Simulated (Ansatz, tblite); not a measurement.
MO2(NH2)2 with several metals: vertical triplet (eV) at several levels, gas phase, relaxed structures; Ansatz, xTB through tblite. Core potentials for Mo, W in the def2 sets, no spin–orbit coupling. xTB has no spin-polarisation term. Names give formal oxidation states. The structures are stationary points that may keep the symmetry of their start. Remarks come from the PBE and PBE0 runs and from stability tests at other levels; not every state was tested. HOMO above LUMO (over both spins in singlets and doublets, within one spin in higher multiplets; at PBE or PBE0), or a gap under 0.15 eV within one spin, warns that the state may not be the lowest or that an electron is smeared out.

```csv
species,state,geometry,GFN1-xTB,PBE-D4/def2-TZVP,r2SCAN-D4/def2-TZVP,PBE0-D4/def2-TZVP,remarks
CrO2(NH2)2 (CrN2O2H4),singlet,B3LYP-D4/def2-SVP,2.42,2.55,2.29,1.90,restricted SCF unstable in HF
WO2(NH2)2 (WN2O2H4),singlet,B3LYP-D4/def2-SVP,5.06,4.44,4.53,4.57,gap within one spin near zero at PBE or PBE0 (triplet)
MoO2(NH2)2 (MoN2O2H4),singlet,PBE0-D4/def2-SVP,4.57,4.04,4.10,4.07,gap within one spin near zero at PBE or PBE0 (triplet)
```

(1) Estimate the column for GFN2-xTB.

(1) CrO2(NH2)2 (CrN2O2H4) 3.57; WO2(NH2)2 (WN2O2H4) 4.58; MoO2(NH2)2 (MoN2O2H4) 4.58.

Over the 3 species that have every level, the mean is 4.02 at GFN1-xTB, 4.24 at GFN2-xTB, 3.68 at PBE-D4/def2-TZVP, 3.64 at r2SCAN-D4/def2-TZVP, 3.52 at PBE0-D4/def2-TZVP.
